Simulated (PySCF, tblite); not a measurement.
C4H9NO2Si.
Cartesian coordinates in Å at the GFN2-xTB level; atoms count from 1:
```
atom  x, y, z in Å
C1    -0.9321   -1.9466   -0.6161
C2    -0.4362   -0.7776   -0.2289
O3    -1.0901    0.1371    0.5237
Si4   -2.5815    0.1591    1.1861
C5     0.9590   -0.3815   -0.6239
O6     1.6711   -1.0971   -1.3008
N7     1.3302    0.8265   -0.1555
C8     2.6263    1.3990   -0.4059
H9    -0.3209   -2.5968   -1.2142
H10   -1.9241   -2.2660   -0.3521
H11   -2.5011    1.4654    1.8235
H12   -3.6100    0.0812    0.1495
H13   -2.7425   -0.9415    2.1350
H14    0.6650    1.3460    0.3969
H15    3.1897    0.6812   -1.0003
H16    2.5367    2.3362   -0.9589
H17    3.1535    1.5873    0.5314
```

Level of theory: wB97X-D/def2-SVPD in PySCF (dipole) on a GFN2-xTB geometry, gas phase.

Take the most abundant isotopes and a rigid rotor. The values belong to one conformer with, in the numbering `[CH2:1]=[C:2]([O:3][SiH3:4])[C:5](=[O:6])[NH:7][CH3:8]`, C1–C2–O3–Si4 0°, C1–C2–C5–O6 0°, C2–C5–N7–C8 180°.

Problem. What are A, B and C (MHz)?

Solution. Ia = 160.31, Ib = 506.36, Ic = 657.69 u·Å²; 505379 MHz·u·Å²/I gives A = 3153, B = 998.1, C = 768.4 MHz.

Problem. Classify the top.

Solution. An asymmetric top: κ = (2 × 998.1 − 3153 − 768.4)/(3153 − 768.4) = -0.81.

Problem. What does the inertial defect say?

Solution. Not planar: Δ = Ic − Ia − Ib = -8.98 u·Å². For a rigid frame Δ = −2 Σ m c², so Σ m c² = 4.49 u·Å² lies off the ab plane, practically all of it from hydrogen. The atom farthest from that plane is 1.21 Å away.

Problem. Give the other two planar moments, Paa and Pbb, and the rms extents of the mass along the axes.

Solution. Paa = Σ m a² = (Ib + Ic − Ia)/2 = 501.87 and Pbb = Σ m b² = (Ia + Ic − Ib)/2 = 155.82 u·Å². With the mass M = 131.04 u, the rms extents √(P/M) along a, b and c are 1.96, 1.09, 0.19 Å.

Problem. Where do the levels up to J = 4 lie, in cm⁻¹?

Solution. Above 0(0,0):
J = 1: 1(0,1) 0.0589, 1(1,1) 0.1308, 1(1,0) 0.1384
J = 2: 2(0,2) 0.1762, 2(1,2) 0.2410, 2(1,1) 0.2640, 2(2,1) 0.4796, 2(2,0) 0.4801
J = 3: 3(0,3) 0.3507, 3(1,3) 0.4059, 3(1,2) 0.4518, 3(2,2) 0.6563, 3(2,1) 0.6592, 3(3,1) 1.0351, 3(3,0) 1.0352
J = 4: 4(0,4) 0.5807, 4(1,4) 0.6252, 4(1,3) 0.7016, 4(2,3) 0.8916, 4(2,2) 0.9001, 4(3,2) 1.2719, 4(3,1) 1.2721, 4(4,1) 1.8008, 4(4,0) 1.8008
The levels of one J sum to (2J + 1)J(J + 1)(A + B + C)/3.

Problem. Which lines would a microwave search look for?

Solution. The dipole components are |μa| = 2.50 D, |μb| = 2.88 D, |μc| = 0.00 D; the mirror of this Cs structure is the ab plane, so μc vanishes by symmetry (the 0.01 D computed is a residue) and there are no c-type lines. The squared components, which scale the intensities, stand as 0.75 : 1.00 (a : b). Some lines, for components of 0.1 D or more:

```
type  branch         J(Ka,Kc)    MHz  lower level (cm⁻¹)
   a       Q  2(1,1) ← 2(1,2)    689               0.241
   a       R  1(0,1) ← 0(0,0)   1766               0.000
   b       Q  1(1,0) ← 1(0,1)   2384               0.059
   a       R  2(1,2) ← 1(1,1)   3303               0.131
   a       R  2(0,2) ← 1(0,1)   3516               0.059
   a       R  2(1,1) ← 1(1,0)   3763               0.138
   b       R  1(1,1) ← 0(0,0)   3921               0.000
   b       R  2(1,2) ← 1(0,1)   5458               0.059
   b       Q  2(2,1) ← 2(1,2)   7152               0.241
   b       R  2(2,0) ← 1(1,1)  10473               0.131
```

Problem. Estimate the classical rotational partition function at 25 K, 200 K and 500 K.

Solution. Point group Cs, symmetry number σ = 1; q = (√π/σ)·√((kT/h)³/(ABC)), k/h = 20836.6 MHz/K: 13600 at 25 K, 307000 at 200 K, 1210000 at 500 K.

Its GFN2-xTB frequencies are all real (lowest 50 cm⁻¹). No vibrational averaging or centrifugal distortion is included, and the geometry carries the error of its method. A rigid rotor knows nothing of internal rotation, which can split or shift real lines. Quadrupole hyperfine structure (14N) is left out.
